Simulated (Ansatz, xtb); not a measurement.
# Relative energy of two isomers of C4H5BrSi

Structure X: `BrC1=CC=C[SiH2]1`, a singlet. Structure Y: `BrC1=C[SiH2]C=C1`, a singlet. Both are isolated molecules in the gas phase, relaxed with B3LYP-D3(BJ)/def2-SVP.

Task: Which of the two would you expect CCSD(T)/def2-SVP + ΔMP2/def2-TZVPP electronic energies to favour?

Result: Structure Y; the calculation gives E(Y) − E(X) = −8.8 kJ/mol.

How the difference moves with the method:

```tsv
level	geometry	E(Y) − E(X) (kJ/mol)	departure from the last row (kJ/mol)	job, with rough time for the two
GFN2-xTB	GFN2-xTB	−4.9	+3.9	optimisation, 0.12 s
HF/STO-3G	GFN2-xTB	−2.2	+6.6	single point, 0.44 s
r2SCAN-D4/def2-SVP	GFN2-xTB	−8.0	+0.8	single point, 3.1 s
B3LYP-D3(BJ)/def2-SVP	B3LYP-D3(BJ)/def2-SVP	−6.0	+2.8	optimisation, 23 s
HF/def2-SVP	B3LYP-D3(BJ)/def2-SVP	−4.6	+4.2	part of the CCSD(T) run
MP2/def2-SVP	B3LYP-D3(BJ)/def2-SVP	−7.9	+0.9	part of the CCSD(T) run
CCSD(T)/def2-SVP	B3LYP-D3(BJ)/def2-SVP	−6.3	+2.5	single point
CCSD(T)/def2-SVP + ΔMP2/def2-TZVPP	B3LYP-D3(BJ)/def2-SVP	−8.8		single point, 40 s
```

As drawn, both hold the same kinds of bond in the same numbers.

The levels shown agree on the order. The largest departure from CCSD(T)/def2-SVP + ΔMP2/def2-TZVPP is that of HF/STO-3G, 6.6 kJ/mol. The last row adds to CCSD(T) the change of the MP2 difference between the two basis sets, here −2.5 kJ/mol.

With thermal terms from frequencies at re-optimised GFN2-xTB minima (ideal gas, soft modes damped towards free rotors, one conformer each, 298.15 K, 1 atm): the zero-point term adds −0.5 kJ/mol; ΔH is −9.4 and ΔG −9.0 kJ/mol.

The correlated steps freeze 18 core orbitals; the filled d shell of Br is correlated, in a basis made for valence electrons. Codes used: Ansatz 0.2.0, xtb 6.7.1; the last row on 2 threads of Intel(R) Xeon(R) 6975P-C (Granite Rapids) on a shared host.
